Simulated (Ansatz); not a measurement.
```yaml
crystal:
  periodic: [false, false, false]
  atoms:
    - {symbol: Nb, position_ang: [-0.042925, 0.089612, -0.026734]}
    - {symbol: O, position_ang: [0.197084, -0.189450, 1.721176]}
    - {symbol: O, position_ang: [1.587844, 0.015276, -0.501292]}
    - {symbol: F, position_ang: [-0.894206, 1.615143, -0.672540]}
    - {symbol: F, position_ang: [-0.843877, -1.578112, -0.665997]}
basis:
  gaussian: {orbitals: def2-TZVPD, point_charges: [{charge: 2.00, position_ang: [5.260, -0.311, -0.543]}]}
total_charge: -1
hamiltonian: {xc: {name: PBE0}, pseudopotentials: {relativity: scalar}}
correlation: {method: rpa, electrons: outside_noble_gas}
scf: {omitted_lower_state_checks: [starts]}
```

```sh
$ ansatz run in.yaml --threads 4 --pin off --events-out ev --progress --plain --max-ram 3916MiB
```

Output, abridged:

```
Functional definition: PBE0
1371 factors; integrals over basis functions are off by at most 1.1e-3 eV
mean field evaluation 1: about -11082.9693 eV, gradient 8.2e1 eV
mean field evaluation 2: about -11083.0589 eV, gradient 8.2e1 eV
mean field evaluation 4: about -11084.3482 eV, gradient 6.4e1 eV
mean field evaluation 8: about -11091.3251 eV, gradient 4.1e1 eV
mean field evaluation 16: about -11096.4014 eV, gradient 5.8e-1 eV
a density is far from that of the atoms, so the factors are made again for it
1453 factors; integrals over basis functions are off by at most 8.5e-4 eV
mean field evaluation 32: about -11096.4064 eV, gradient 7.6e-6 eV
mean field -11096.40642277 eV, -407.7854146223 hartree, gradient 7.6e-6 eV, S^2 0.000000; 1 other end points of the search recorded, 0 dependent functions left out; unrestricted orbitals would lower it
unrestricted determinant -11048.27120376 eV, -406.0164779509 hartree, S^2 1.1371
8 core orbitals not correlated: weight in the atoms' cores, before any rotation towards them, 0.967 or more for the frozen orbitals, at most 0.022 for the correlated occupied ones
reference -11043.60853864 eV, -405.8451281683 hartree; 16, 16 occupied and 176, 176 virtual orbitals, 1453 factors
Total energy: -11088.64833842 eV, -407.5003102812 hartree
Relativity: scalar
Checks for a lower state left out: starts
```

Run time 18 s (4 threads of Arm Neoverse V1 on a shared host), peak host memory 0.56 GiB.

In the def2 sets Nb takes a core potential; there is no spin–orbit coupling. Correlated methods freeze 8 core orbitals. The restricted singlet (for correlated methods, its reference) is unstable: a solution with broken spin symmetry lies lower.
